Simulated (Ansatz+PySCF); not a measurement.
Values are calculated unless marked as measured or tabulated.
**Several solutions for triplet CoH**

```xyz
2

Co    0.0000    0.0000    0.0000
H     0.0000    0.0000    1.5922
```

Basis set: def2-SVP (spherical functions). Charge 0, multiplicity 3.

ωB97X (unrestricted) was run from several starts with Ansatz (development build ahead of 0.2.0) and PySCF 2.14.0.

```json
{"run": "A", "program": "PySCF", "start": "program defaults", "converged": "yes", "energy (hartree)": "-1383.09805", "<S²>": "2.01"}
{"run": "B", "program": "Ansatz", "start": "search for the lowest state", "converged": "yes", "energy (hartree)": "-1383.12220", "<S²>": "2.15"}
{"run": "C", "program": "Ansatz", "start": "stability test followed", "converged": "yes", "energy (hartree)": "-1383.12220", "<S²>": "2.15"}
{"run": "D", "program": "Ansatz", "start": "atomic start, no search", "converged": "yes", "energy (hartree)": "-1383.12220", "<S²>": "2.15"}
```

Problem. Which runs reached the lowest solution of this kind, and what is wrong with the others?

Solution. B, C, D reached the lowest solution found. Converged but too high: A by 0.66 eV. Convergence only shows a stationary point, and even a stable one can lie too high; stability tests and further starts are what find lower ones. Caution: another spin multiplicity may lie lower. Caution: the unrestricted determinant is spin contaminated.
